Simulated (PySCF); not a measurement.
## How methods differ on the ionisation energy of In

In [Kr] 4d10 5s2 5p1 (2P) → In⁺ [Kr] 4d10 5s2 (1S), as a difference of total energies. All numbers are calculated (PySCF 2.14, scalar relativity by spin-free X2C-1e, in x2c-TZVPall (8s6p4d2f, 60 functions)). Correlated levels: valence: [Kr] 4d10 frozen. The calculations carry no spin-orbit coupling.

```json
{"method": "UHF", "ionisation energy (eV)": "5.205"}
{"method": "PBE", "ionisation energy (eV)": "5.582"}
{"method": "PBE0", "ionisation energy (eV)": "5.614"}
{"method": "MP2 (valence)", "ionisation energy (eV)": "5.378"}
{"method": "SCS-MP2 (valence)", "ionisation energy (eV)": "5.361"}
```

Task: How much does correlation contribute at MP2 (valence)?

Result: 5.378 − (5.205) = 0.173 eV, measured against UHF.

Errors of the correlated levels include the incompleteness of this basis and the frozen core.

For comparison: 5.603 eV (measured; NIST levels, between the centres of gravity of the two terms).
